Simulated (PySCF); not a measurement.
C2H8O3Si. Atoms are numbered in the order given.

```xyz
14

C      2.6216    -0.1824    -0.9838
O      1.3208    -0.3756    -0.4927
C      0.7395     0.7834     0.0886
Si    -0.9965     0.2449     0.6199
O     -2.0049     0.6565    -0.6408
O     -0.8966    -1.3914     0.8886
H      2.6469     0.5858    -1.7819
H      2.9716    -1.1379    -1.4017
H      3.3191     0.1333    -0.1819
H      0.7001     1.6194    -0.6385
H      1.3399     1.1351     0.9544
H     -1.4698     0.8770     1.8780
H     -2.9298     0.3929    -0.5660
H     -0.1472    -1.7561     0.3904
```

The structure is a stationary point at B3LYP-D3(BJ)/def2-SVP. One conformer was computed; it need not be the lowest.

The numbers are results of PySCF with SMD-ωB97X/def2-SVP, not measurements.

Solvation free energies are E(SMD) − E(gas) at the gas-phase geometry, for 1 M in both phases. In vacuum the dipole moment is 1.51 D.

```
solvent  ΔG(solv) (kcal/mol)  its non-electrostatic (CDS) part  dipole (D)
-------  -------------------  --------------------------------  ----------
water                   -7.1                               3.9        1.95
toluene                    …                                 …           …
ethanol                 -8.2                               1.6        1.90
```

**Question.** Complete the blanks. (Estimate from the structure and the level; the computed values follow.)

**Answer.** 
- toluene, ΔG(solv) (kcal/mol): -3.7
- toluene, its non-electrostatic (CDS) part: -1.4
- toluene, dipole (D): 1.68
